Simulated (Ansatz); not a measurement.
`CNB(C)N` → `CBN` + `C=N`  (β-hydride elimination)

Computed with Ansatz on PBE0-D4/def2-TZVP structures; ΔE is electronic, products minus reactants. CCSD(T)/CBS adds triple-zeta CCSD(T) − MP2 to the extrapolated MP2 energy (def2 sets, frozen cores). This one scheme is used for every species. DFT in def2-TZVPP. B3LYP here is the variant with VWN-RPA as its local correlation; programs differ in this. Each species was taken in one conformer, which may not be the lowest.

Question: Is it downhill or uphill in electronic energy at CCSD(T)/CBS, and by how much? (Estimate.)

Answer: Ansatz gave: Uphill: ΔE = +210.8 kJ/mol.

Question: What do these levels give: PBE-D4, r2SCAN-D4, PBE0-D4, ωB97M-V, B2PLYP, PBE, PBE0, B3LYP, SCS-MP2/def2-TZVPP, CCSD/def2-TZVPP, HF/CBS(def2), MP2/CBS(def2)? (An estimate is asked.)

Answer: The calculation gave: PBE-D4 213.9, r2SCAN-D4 220.3, PBE0-D4 227.9, ωB97M-V 214.6, B2PLYP 200.6, PBE 204.3, PBE0 219.6, B3LYP 191.2, SCS-MP2/def2-TZVPP 203.4, CCSD/def2-TZVPP 205.3, HF/CBS(def2) 186.0, MP2/CBS(def2) 224.6 kJ/mol.

Largest T1 diagnostic among the species: 0.012.

In def2-TZVPP, CCSD(T) changes the Hartree–Fock value by +18.8 kJ/mol (the triples alone add −0.6 kJ/mol) and MP2 by +32.6 kJ/mol. From PBE to PBE0 (25 % exact exchange), in def2-TZVPP and without D4, ΔE moves by +15.2 kJ/mol.
